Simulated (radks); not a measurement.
Results of a calculation; reference values are marked as such.
The tin ion Sn+ inside a hard spherical wall (all orbitals vanish at R), configuration held at [Kr] 4d10 5s2 5p1 and not refilled when levels cross. Code: a radial shooting solver on a logarithmic mesh with Libxc functionals. Model: scalar-relativistic Kohn-Sham, LDA (Slater exchange, VWN5 correlation), spin-polarised, spherical densities, finite nucleus; open shells are filled with parallel spins first (spin-orbit coupling, left out, can overturn this in heavy ions); Fermi nuclear charge, rms radius 4.6519 fm. Eigenvalues in eV for spin up, with the zero of energy where the potential of the charges vanishes at infinity; a dash marks a level that is unbound or too diffuse for the functional's potential to be trusted. A positive occupied level is held by the wall or, in an anion where self-interaction has pushed it up, behind a barrier. The pressure on the wall is -dE/dV.

R (bohr)  E (hartree)  kinetic (hartree)    e(4p)    e(4d)    e(5s)    e(5p)  e(6s, empty)  e(5d, empty)  pressure (GPa)
free      -6171.47256           6441.441  -97.624  -33.968  -18.434  -10.814        -4.322        -3.287               0
20        -6171.47256           6441.441  -97.624  -33.968  -18.434  -10.814        -4.322        -3.287        < 0.0001
15        -6171.47256           6441.441  -97.624  -33.968  -18.434  -10.814        -4.317        -3.283        < 0.0001
12        -6171.47256           6441.441  -97.624  -33.968  -18.434  -10.814        -4.268        -3.248        < 0.0001
10        -6171.47253           6441.442  -97.621  -33.965  -18.432  -10.812        -4.067        -3.130         0.00105
8         -6171.47193           6441.448  -97.585  -33.930  -18.406  -10.775        -3.173        -2.664          0.0350
4         -6171.20700           6442.872  -94.016  -30.522  -14.656   -5.065        25.315        10.635            61.4
3.5       -6170.87580           6444.359  -91.517  -28.155  -11.042   -0.017        43.849        19.313             190
